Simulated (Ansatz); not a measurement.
```yaml
crystal:
  periodic: [false, false, false]
  atoms:
    - {symbol: C, position_ang: [-0.562261, -1.926162, -1.651123]}
    - {symbol: C, position_ang: [0.269153, -1.861187, -0.522543]}
    - {symbol: N, position_ang: [-0.184235, -0.911983, 0.438444]}
    - {symbol: Si, position_ang: [-1.071164, -1.493650, 1.767768]}
    - {symbol: C, position_ang: [0.238782, 0.352228, 0.231076]}
    - {symbol: C, position_ang: [0.833255, 0.749877, -0.782487]}
    - {symbol: C, position_ang: [1.193320, 2.187386, -1.034494]}
    - {symbol: C, position_ang: [0.677669, 2.968186, -0.202127]}
    - {symbol: C, position_ang: [0.069369, 2.715004, 0.921203]}
    - {symbol: C, position_ang: [-0.313181, 1.378278, 1.187738]}
    - {symbol: H, position_ang: [-0.824095, -1.079694, -2.381580]}
    - {symbol: H, position_ang: [-1.565719, -2.443297, -1.420405]}
    - {symbol: H, position_ang: [-0.172946, -2.788517, -2.432959]}
    - {symbol: H, position_ang: [1.412479, -1.693885, -0.866863]}
    - {symbol: H, position_ang: [0.386781, -2.994800, -0.127892]}
    - {symbol: H, position_ang: [-2.416612, -0.863923, 1.971050]}
    - {symbol: H, position_ang: [-0.264754, -0.978218, 3.121689]}
    - {symbol: H, position_ang: [-1.182076, -3.140196, 1.627676]}
    - {symbol: H, position_ang: [1.288681, 0.198635, -1.579080]}
    - {symbol: H, position_ang: [1.930901, 2.456753, -1.865934]}
    - {symbol: H, position_ang: [1.044148, 4.217982, -0.362822]}
    - {symbol: H, position_ang: [-0.403647, 3.542374, 1.716903]}
    - {symbol: H, position_ang: [-0.778153, 1.225523, 2.117210]}
basis:
  gaussian: {orbitals: def2-SVP}
hamiltonian: {xc: {name: HF}}
correlation: {method: mp2, frozen_orbitals: {C: 9}}
output: {forces: true}
```

```sh
$ ansatz run in.yaml --threads 4 --pin off --events-out ev --progress --plain --max-ram 66560MiB --backend cpu
```

Shortened log:

```
Functional definition: HF
Error: "frozen_orbitals" has no count for N
```

Something in this input is off. What?

Frozen orbitals are typed for one element alone, and the program wants a count for each. The program refused the input.
